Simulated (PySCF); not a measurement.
C2H5FInN. Atoms are numbered in the order given.

```xyz
10

In    -0.1375     0.1368     0.1252
F     -2.0716     0.2419     0.5385
C      0.4410    -1.2648    -1.3794
C      1.7149    -1.5172    -1.7040
H     -0.3624    -1.7978    -1.9008
H      1.9768    -2.2482    -2.4800
H      2.5631    -1.0201    -1.2204
N      0.8798     1.3070     1.4398
H      0.3313     2.0377     1.8900
H      1.7784     1.6894     1.1529
```
Charge 0, spin multiplicity 1.

Geometry optimised at B3LYP-D3(BJ)/def2-SVP. The structure was generated by enumeration; whether it is a known compound was not checked. The def2 effective core potentials stand for the cores of In; spin–orbit coupling is left out. Other conformers were not sampled.

Computed with TDA-PBE0/def2-SVPD run with PySCF.

Vertical excitations. Isolated molecule, no solvent.

```
state  energy (eV)  λ (nm)      f                                                               main pairs
-----  -----------  ------  -----  -----------------------------------------------------------------------
S1            5.07     244  0.046                                                         HOMO→LUMO+1 92 %
S2            5.18     240  0.048                                                           HOMO→LUMO 87 %
S3            5.83     213  0.026                                       HOMO−2→LUMO 71 %, HOMO−1→LUMO 17 %
S4            6.12     202  0.016                                     HOMO−1→LUMO+1 57 %, HOMO−1→LUMO 32 %
S5            6.58     188  0.070                                                       HOMO−2→LUMO+1 65 %
S6            6.62     187  0.005                                       HOMO→LUMO+3 81 %, HOMO→LUMO+2 12 %
S7            6.74     184  0.379  HOMO−1→LUMO+1 27 %, HOMO−1→LUMO 23 %, HOMO−2→LUMO 18 %, HOMO−3→LUMO 8 %
S8            6.84     181  0.025                                                         HOMO→LUMO+2 59 %
S9            6.98     178  0.069                                                         HOMO−3→LUMO 81 %
S10           7.19     172  0.027                                     HOMO−4→LUMO 59 %, HOMO−4→LUMO+1 21 %
T1            4.10     302      0     HOMO−1→LUMO 44 %, HOMO→LUMO 22 %, HOMO−1→LUMO+2 9 %, HOMO−2→LUMO 9 %
T2            4.24     292      0                       HOMO→LUMO 44 %, HOMO→LUMO+1 34 %, HOMO−1→LUMO 11 %
T3            4.78     260      0                                         HOMO→LUMO+1 59 %, HOMO→LUMO 25 %
T4            5.20     238      0                                       HOMO−2→LUMO 75 %, HOMO−1→LUMO 13 %
```
Triplets are in the Tamm–Dancoff approximation.
